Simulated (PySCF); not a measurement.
Potential energy of AgP along the bond

Set-up: Ag x2c-TZVPPall, P x2c-TZVPPall; spin-free X2C with a Gaussian nucleus (PySCF 2.14). Energies in eV from Ag (4d10 5s1) + P in their ground configurations at the same level. State: ³Σ⁻ (triplet), unpaired electrons π ↑↑.

All columns are PBE0. A positive dipole means Ag(−)P(+).

| R (Å) | E (eV) | μ (D) | Mulliken charge on Ag (basis-dependent) | HOMO (eV) | LUMO (eV) | Mayer bond order | ⟨S²⟩ |
| --- | --- | --- | --- | --- | --- | --- | --- |
| 2.017 | -1.030 | -2.81 | 0.26 | -6.33 | -2.69 | 1.63 | 2.01 |
| 2.111 | -1.411 | -2.89 | 0.24 | -6.32 | -2.62 | 1.50 | 2.01 |
| 2.204 | -1.615 | -2.95 | 0.23 | -6.29 | -2.56 | 1.39 | 2.01 |
| 2.275 | -1.686 | -2.99 | 0.22 | -6.27 | -2.52 | 1.31 | 2.02 |
| 2.345 | -1.704 | -3.01 | 0.22 | -6.24 | -2.48 | 1.25 | 2.02 |
| 2.415 | -1.683 | -3.04 | 0.21 | -6.20 | -2.44 | 1.20 | 2.02 |
| 2.509 | -1.611 | -3.06 | 0.21 | -6.14 | -2.47 | 1.14 | 2.03 |
| 2.626 | -1.475 | -3.07 | 0.21 | -6.06 | -2.56 | 1.08 | 2.04 |
| 2.767 | -1.274 | -3.04 | 0.20 | -5.95 | -2.67 | 1.01 | 2.07 |
| 2.955 | -0.991 | -2.86 | 0.18 | -5.80 | -2.79 | 0.90 | 2.16 |

A fit through these points gives, at Re = 2.339 Å, μ = -3.01 D and dμ/dR = -0.354 D/Å; the reduced mass is 24.02 u.

**Question.** How strong is the fundamental in the double-harmonic approximation, I = 42.26·(dμ/dR)²/μred km/mol?

**Answer.** I = 42.26·(-0.354)²/24.02 = 0.220 km/mol at PBE0.

⟨S²⟩ of the unrestricted solution departs from its pure value on part of the curve, where spin states mix. These are scalar-relativistic numbers at best; spin–orbit coupling would shift them, the dissociation energy most. With d or f electrons several states lie close, and the lowest PBE0 determinant need not be the measured ground state.
